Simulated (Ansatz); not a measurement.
BrGeH3O, SMILES [OH][GeH2][Br].

Coordinates come from a PBE0-D3(BJ)/def2-SVP optimisation. The values are those of a single conformer.

Two levels are set side by side: PBE/def2-SVPD (Ansatz, a first-principles code) and CAM-B3LYP/def2-SVPD (Ansatz). Energy differences of separate SCF runs at the same geometry; the states with an electron removed or added have multiplicity 2 and 2. Differences are taken from unrounded values.

```csv
quantity,PBE
vertical ionisation energy (eV),10.25
vertical singlet–triplet gap (eV),5.57
```

These are the PBE values. What does CAM-B3LYP give? (The exact figures need the calculation; the answer reports its results.)


```csv
quantity,CAM-B3LYP,PBE minus CAM-B3LYP
vertical ionisation energy (eV),10.85,-0.60
vertical singlet–triplet gap (eV),6.15,-0.58
```
